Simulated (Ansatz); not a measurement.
Molecule: ZnO (charge 0, singlet). 
Coordinates optimised at B3LYP-D3(BJ)/def2-TZVP (Ansatz, a program for electronic structure):
SMILES: [O]=[Zn]
```xyz
2

Zn     0.0000     0.0000    -0.3607
O      0.0000     0.0000     1.3525
```

Property: atomisation energy (electronic, to ground-state atoms), in eV. Correlated levels leave the core frozen unless marked. Open shells are spin-unrestricted. No spin-orbit coupling. Frozen are the shells of the preceding noble gas and the d and f shells that filled before the atom's block. Non-relativistic. The coupled-cluster limit lacks core correlation, which all-electron functionals hold. CBS marks a two-point X^-3 extrapolation of the correlation energy; Hartree-Fock from the larger set.

The Hartree-Fock reference is unstable (checked in the largest basis), which strains HF and MP2. The T1 diagnostic of CCSD in the largest basis is 0.032, which is high, so the coupled-cluster rows are less sure than usual.

| level | program | atomisation energy (eV) |
|---|---|---|
| PBE-D3(BJ)/def2-TZVPD | Ansatz + dftd3 | 1.93 |
| PBE-D4/def2-TZVPD | Ansatz + dftd4 | 1.94 |
| BLYP-D3(BJ)/def2-TZVPD | Ansatz + dftd3 | 1.74 |
| BLYP-D4/def2-TZVPD | Ansatz + dftd4 | 1.76 |
| BLYP/def2-TZVPD | Ansatz | 1.70 |
| revPBE-D4/def2-TZVPD | Ansatz + dftd4 | ___ |
| B3LYP-D3(BJ)/def2-TZVPD | Ansatz + dftd3 | ___ |
| PBE0/STO-3G | Ansatz | 8.38 |
| PBE0/6-31G* | Ansatz | 1.92 |
| PBE0/def2-TZVPD | Ansatz | 1.18 |
| r2SCANh-D4/def2-TZVPD | Ansatz + dftd4 | 1.29 |
| r2SCAN0/def2-TZVPD | Ansatz | 0.89 |
| B2GP-PLYP-D3(BJ)/def2-TZVPD | Ansatz + dftd3 | ___ |
| B2PLYP-D4/def2-TZVPD | Ansatz + dftd4 | ___ |
| CCSD/def2-QZVPPD | Ansatz | 1.09 |
| CCSD(T)/CBS(def2-TZVPPD,def2-QZVPPD) | Ansatz | 1.58 |

Question: What belongs in the gaps?

Answer: 
- revPBE-D4/def2-TZVPD, atomisation energy (eV): 1.73
- B3LYP-D3(BJ)/def2-TZVPD, atomisation energy (eV): 1.24
- B2GP-PLYP-D3(BJ)/def2-TZVPD, atomisation energy (eV): 1.52
- B2PLYP-D4/def2-TZVPD, atomisation energy (eV): 1.60
